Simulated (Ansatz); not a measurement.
`CO[SiH]1[CH2][Al]1[F]`, 12 atoms. Total charge 0; spin multiplicity 1. All runs use 4 threads of an Arm Neoverse V1 on a shared host. Correlated methods freeze the cores.

(1) How many basis functions does each run have, and how long does it take in Ansatz? RHF-CCSD(T)/def2-TZVPP energy; RKS PBE0-D4/def2-QZVPP energy; RKS ωB97M-V/def2-QZVPP energy; RKS PBE0-D4/def2-TZVP frequencies; RKS ωB97M-V/def2-SVP energy; RKS r2SCAN0-D4/def2-TZVPP energy; RKS PBE0-D4/def2-TZVPP energy; RKS revPBE-D4/def2-TZVPP energy; RKS HSE06 (plane-wave form)-D4/def2-TZVPP energy; direct RPA on PBE orbitals/def2-TZVPP energy; RKS PBE0-D4/def2-SVP energy; RHF-MP2/def2-QZVPP energy. (Estimate.)

Results:

(1) Computed: Other jobs shared the machine, so times are rough.

```tsv
level	job	functions	wall time	peak host memory (GiB)
RKS PBE0-D4/def2-SVP	energy	122	1.6 s	0.53
RKS revPBE-D4/def2-TZVPP	energy	292	3.7 s	0.42
RKS PBE0-D4/def2-TZVPP	energy	292	6 s	0.85
RKS HSE06 (plane-wave form)-D4/def2-TZVPP	energy	292	6 s	0.9
RKS ωB97M-V/def2-SVP	energy	122	6.5 s	0.53
RKS r2SCAN0-D4/def2-TZVPP	energy	292	9 s	0.89
direct RPA on PBE orbitals/def2-TZVPP	energy	292	11 s	0.83
RKS PBE0-D4/def2-QZVPP	energy	548	16 s	2.4
RKS ωB97M-V/def2-QZVPP	energy	548	35 s	2.8
RHF-MP2/def2-QZVPP	energy	548	42 s	3.9
RKS PBE0-D4/def2-TZVP	frequencies	234	4.7 min	0.69
RHF-CCSD(T)/def2-TZVPP	energy	292	7.7 min	9.2
```
